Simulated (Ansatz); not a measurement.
## Nudged elastic band run: Ba16O

The input (input.yaml):

```yaml
crystal:
  lattice:
    - [10.04, 0.0, 0.0]
    - [0.0, 10.04, 0.0]
    - [0.0, 0.0, 10.04]
  atoms:
    - { symbol: Ba, position: [0.03016818, -0.00367991, 1.168e-05] }
    - { symbol: Ba, position: [0.46947844, -0.0036708, 1.168e-05] }
    - { symbol: Ba, position: [-0.01130118, 0.48534262, 1.27e-05] }
    - { symbol: Ba, position: [0.00449166, -0.00364863, 0.50001218] }
    - { symbol: Ba, position: [0.24982751, 0.26469565, 0.26116193] }
    - { symbol: Ba, position: [0.51097128, 0.48533514, 1.26e-05] }
    - { symbol: Ba, position: [0.49518109, -0.00364057, 0.50001221] }
    - { symbol: Ba, position: [0.74983822, 0.24180842, 0.25723148] }
    - { symbol: Ba, position: [-0.00737612, 0.50824577, 0.5000119] }
    - { symbol: Ba, position: [0.24984391, 0.75373038, 0.21966326] }
    - { symbol: Ba, position: [0.24982745, 0.26469597, 0.73886233] }
    - { symbol: Ba, position: [0.50704452, 0.50823847, 0.50001197] }
    - { symbol: Ba, position: [0.74983152, 0.75368209, 0.24535517] }
    - { symbol: Ba, position: [0.74983827, 0.24180875, 0.74279287] }
    - { symbol: Ba, position: [0.24984393, 0.75373019, 0.78036255] }
    - { symbol: Ba, position: [0.74983154, 0.75368159, 0.75466893] }
    - { symbol: O, position: [0.24984357, 0.87503409, 1.136e-05] }
basis:
  ecutwfc: 420.0
kpoints:
  mp_grid: { grid: [2, 2, 2] }
hamiltonian:
  xc: pbe
  dispersion: d3bj
scf:
  occupations: { method: gaussian, width: 0.1 }
  lower_state_search: "off"
neb:
  images: 5
  f_tol: 0.05
  initial_path: idpp
  max_iterations: 35
  final_atoms:
    - { symbol: Ba, position: [0.03113814, 0.00010621, 0.00273554] }
    - { symbol: Ba, position: [0.4694018, 0.00010722, 0.00273962] }
    - { symbol: Ba, position: [0.00460953, 0.50014728, 0.00265802] }
    - { symbol: Ba, position: [-0.01010608, 0.00010682, 0.51427537] }
    - { symbol: Ba, position: [0.25015684, 0.21915136, 0.2468875] }
    - { symbol: Ba, position: [0.49579287, 0.50014674, 0.00274006] }
    - { symbol: Ba, position: [0.51048331, 0.00010725, 0.5141507] }
    - { symbol: Ba, position: [0.75027541, 0.24565322, 0.24719868] }
    - { symbol: Ba, position: [-0.0067337, 0.50008207, 0.49301665] }
    - { symbol: Ba, position: [0.25015492, 0.78106432, 0.24694251] }
    - { symbol: Ba, position: [0.25022963, 0.26045418, 0.73576775] }
    - { symbol: Ba, position: [0.50715492, 0.50008104, 0.49293116] }
    - { symbol: Ba, position: [0.75027631, 0.75455462, 0.24723843] }
    - { symbol: Ba, position: [0.75018944, 0.25719265, 0.75677065] }
    - { symbol: Ba, position: [0.25022859, 0.73972467, 0.73570927] }
    - { symbol: Ba, position: [0.75019074, 0.74301179, 0.7567158] }
    - { symbol: O, position: [0.25035807, 1.0001396, 0.12457966] }
  order_check: true
```

Launched with:

```bash
$ ansatz run input.yaml --threads 4 --pin off --max-ram 10240MiB --backend cpu --events-out ev --progress --plain --runs-dir out
```

Output, in part (warnings, iteration lines):

```
NEB end point (image 0): max|allowed force component| = 5.678e-3 eV/Å (the criterion of neb.relax_end_points is 1.000e-2)
NEB end point (image 6): max|allowed force component| = 1.801e-2 eV/Å (the criterion of neb.relax_end_points is 1.000e-2)
NEB iter   1: max|band force component| = 6.453e-1 eV/Å  barrier→ = 0.3031 eV  barrier← = 0.3017 eV  Δτ_max = 0.0839 Å  (56 SCF iters)
NEB iter   2: max|band force component| = 2.043e-1 eV/Å  barrier→ = 0.2314 eV  barrier← = 0.2300 eV  CI = image 3  Δτ_max = 0.0978 Å  (38 SCF iters)
NEB iter   3: max|band force component| = 2.715e-1 eV/Å  barrier→ = 0.2185 eV  barrier← = 0.2170 eV  CI = image 3  Δτ_max = 0.0378 Å  (40 SCF iters)
NEB iter   4: max|band force component| = 4.463e-2 eV/Å  barrier→ = 0.2127 eV  barrier← = 0.2113 eV  CI = image 3  Δτ_max = 0.0000 Å  (224 SCF iters)
```

It converged. By the program's own check the climbing image is a first-order saddle point (lowest curvatures found: -0.83 and 0.33 eV/Å²). Limits of this set-up: coarse k mesh, a small cell, in which the defect meets its images.

Final band (atoms are numbered from 1 in the order of the input):

| image | path coordinate (Å) | energy (eV) | Ba15–O17 (Å) | Ba5–O17 (Å) |
| --- | --- | --- | --- | --- |
| 0 | 0.00 | 0.000 | 2.52 | 4.71 |
| 1 | 0.35 | 0.041 | 2.69 | 4.34 |
| 2 | 0.71 | 0.161 | 3.11 | 3.94 |
| 3 | 1.06 | 0.213 | 3.53 | 3.53 |
| 4 | 1.42 | 0.162 | 3.94 | 3.11 |
| 5 | 1.77 | 0.043 | 4.33 | 2.69 |
| 6 | 2.12 | 0.001 | 4.70 | 2.52 |

Time of the run: 10 min on 4 threads of Intel(R) Xeon(R) Platinum 8488C (Sapphire Rapids), with other jobs on the host, peak memory 5 GiB.
